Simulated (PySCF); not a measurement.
Working out the ionisation energy of Au

Au [Xe] 4f14 5d10 6s1 (2S) → Au⁺ [Xe] 4f14 5d10 (1S). All numbers are calculated (PySCF 2.14, the spin-free X2C one-electron Hamiltonian (Gaussian nucleus), in x2c-TZVPPall with one added diffuse shell each of s, p, d, f type (12s8p8d4f1g, 113 functions)). Frozen: [Xe] 4f14. Energies in hartree (1 hartree = 27.21139 eV):

```
            part     Au (lower)    Au⁺ (upper)
             UHF  -19008.783529  -19008.500192
CCSD correlation      -0.338695      -0.294045
             (T)      -0.014620      -0.010787
```

Q: What does Hartree-Fock give?

A: (-19008.500192) − (-19008.783529) = 0.283337 hartree = 7.710 eV.

Q: What do CCSD and CCSD(T) give?

A: The CCSD correlation energies differ by 0.044650 hartree = 1.215 eV and the triples by 0.003833 hartree = 0.104 eV, so CCSD gives 8.925 eV and CCSD(T) 9.029 eV.

Measured between the centres of the two terms (NIST): 9.226 eV, so CCSD(T) (valence) is off by -0.197 eV.

What remains against the reference includes basis incompleteness, the frozen core and higher excitations.
